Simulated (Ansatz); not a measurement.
Stepwise reaction of `F[Si](Cl)(Br)Br` with water, as a gas-phase model of exchange steps in deposition or etching. ΔE in kJ/mol.

Program: Ansatz. Geometries: PBE0-D4/def2-TZVP. ΔE: electronic, gas phase. CBS: MP2 limit from def2 TZ/QZ plus the TZ coupled-cluster correction, frozen cores. This one scheme is used for every species. DFT in def2-TZVPP. B3LYP here is the variant with VWN-RPA as its local correlation; programs differ in this. For Br outer-core shells are correlated without core-valence functions, which leaves a few kJ/mol of doubt a bond. Scalar relativity is left out up to krypton. Each species was taken in one conformer, which may not be the lowest.

```csv
step,reaction,PBE-D4,B3LYP-D4,ωB97M-V,CCSD(T)/CBS
2,`O[Si](F)(Cl)Br` + H₂O → `O[Si](O)(F)Cl` + HBr,-16.5,-27.3,-26.5,-22.3
```

(1) Give the row of step 1, `F[Si](Cl)(Br)Br` + H₂O → `O[Si](F)(Cl)Br` + HBr. (An estimate is asked.)

(2) By hand: ΔE of the 2 steps together at CCSD(T)/CBS.

Results:

(1) The calculation gave: 
| step | reaction | PBE-D4 | B3LYP-D4 | ωB97M-V | CCSD(T)/CBS |
| --- | --- | --- | --- | --- | --- |
| 1 | `F[Si](Cl)(Br)Br` + H₂O → `O[Si](F)(Cl)Br` + HBr | -14.9 | -25.6 | -25.8 | -20.4 |

(2) (-20.4) + (-22.3) = -42.7 kJ/mol, or -21.4 kJ/mol a step.

In ΔE the steps differ by no more than 1.9 kJ/mol. All are downhill at CCSD(T)/CBS. PBE-D4 differs from CCSD(T)/CBS by 5.5 to 5.8 kJ/mol a step. Isolated molecules leave out the surface, adducts and barriers. Largest T1 diagnostic: 0.011.
